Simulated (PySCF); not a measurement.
Molfile (atoms numbered from 1):
```
C6H7S2
     RDKit          3D

 15 15  0  0  0  0  0  0  0  0999 V2000
   -1.8192   -0.8912   -0.3349 C   0  0  0  0  0  0  0  0  0  0  0  0
   -1.1168    0.0730    0.6227 C   0  0  0  0  0  0  0  0  0  0  0  0
    0.2883    0.3527    0.1837 C   0  0  0  0  0  0  0  0  0  0  0  0
    1.4031   -0.4172    0.5713 C   0  0  0  0  0  0  0  0  0  0  0  0
    2.5787   -0.0049    0.0335 C   0  0  0  0  0  0  0  0  0  0  0  0
    2.3548    1.3763   -0.9951 S   0  0  0  0  0  0  0  0  0  0  0  0
    0.5987    1.3842   -0.6804 C   0  0  0  0  0  0  0  0  0  0  0  0
   -0.4341    2.5143   -1.3698 S   0  0  0  0  0  0  0  0  0  0  0  0
   -2.8372   -1.1003   -0.0040 H   0  0  0  0  0  0  0  0  0  0  0  0
   -1.8587   -0.4448   -1.3255 H   0  0  0  0  0  0  0  0  0  0  0  0
   -1.2731   -1.8319   -0.4007 H   0  0  0  0  0  0  0  0  0  0  0  0
   -1.6707    1.0152    0.6388 H   0  0  0  0  0  0  0  0  0  0  0  0
   -1.1110   -0.3498    1.6339 H   0  0  0  0  0  0  0  0  0  0  0  0
    1.3269   -1.2605    1.2438 H   0  0  0  0  0  0  0  0  0  0  0  0
    3.5657   -0.4071    0.1608 H   0  0  0  0  0  0  0  0  0  0  0  0
  1  2  1  0
  2  3  1  0
  3  4  1  0
  4  5  2  0
  5  6  1  0
  6  7  1  0
  7  8  1  0
  7  3  2  0
  1  9  1  0
  1 10  1  0
  1 11  1  0
  2 12  1  0
  2 13  1  0
  4 14  1  0
  5 15  1  0
M  CHG  1   8  -1
M  END
```

Geometry: GFN2-xTB; GIAO absolute shieldings from PySCF 2.14, gas phase, non-relativistic, averaged over equivalent atoms.

At CAM-B3LYP/6-31G* (134 basis functions, 29 s wall time on 1 thread of an Intel Xeon Platinum 8488C, shared host):
| atoms | σ (ppm) |
| --- | --- |
| C7 | 16.2 |
| C3 | 74.5 |
| C4 | 76.1 |
| C5 | 93.8 |
| C2 | 169.3 |
| C1 | 178.4 |
| S6 | 307.4 |
| S8 | 580.9 |
| H14 | 26.48 |
| H15 | 27.66 |
| H12/H13 | 29.84 |
| H9/H10/H11 | 31.52 |

Q: Estimate the result of repeating the calculation with PBE0/pcSseg-1.

A: 
```csv
atoms,σ at PBE0/pcSseg-1,change
C7,2.4,-13.8
C3,55.0,-19.5
C4,58.4,-17.7
C5,80.3,-13.5
C2,158.7,-10.6
C1,170.0,-8.4
S6,255.2,-52.2
S8,511.2,-69.7
H14,25.47,-1.01
H15,26.57,-1.09
H12/H13,29.05,-0.79
H9/H10/H11,30.86,-0.66
```

The largest change is at S8 (sulfur bonded to C). Cost: 185 basis functions, 38 s wall time on 1 thread of an Intel Xeon Platinum 8488C, shared host. The order of the carbon signals is the same at both levels.
